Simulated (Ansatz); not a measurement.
A structure relaxed at r2SCAN-D4/def2-SVP in Ansatz, charge 1, singlet:

Cartesian coordinates in Å:
```
Y -0.733 -0.728 1.108
Y -0.316 -0.230 -1.993
Y 1.266 1.571 0.235
O 1.053 0.124 1.589
O -0.720 0.966 -0.270
O -0.550 -1.703 -0.670
```

(1) Give its formula and point group.

(2) Summarise the bond lengths by kind (pairs closer than 1.2 times the sum of covalent radii, bridged metal pairs left out).

## Answers

(1) the cluster Y3O3⁺. Point group Cs (tolerance 0.1 Å).

(2) 7 × O–Y 1.99 to 2.18 Å.

In the def2 sets Y takes a core potential; there is no spin–orbit coupling. The restricted singlet is unstable towards broken spin symmetry in Hartree–Fock (as tested in another run); at r2SCAN-D4/def2-SVP this wasn't settled. The relaxation made no stability test and no search for a lower SCF solution. No other spin state of charge 1 was run. The structure comes from a short search, and lower isomers may exist.
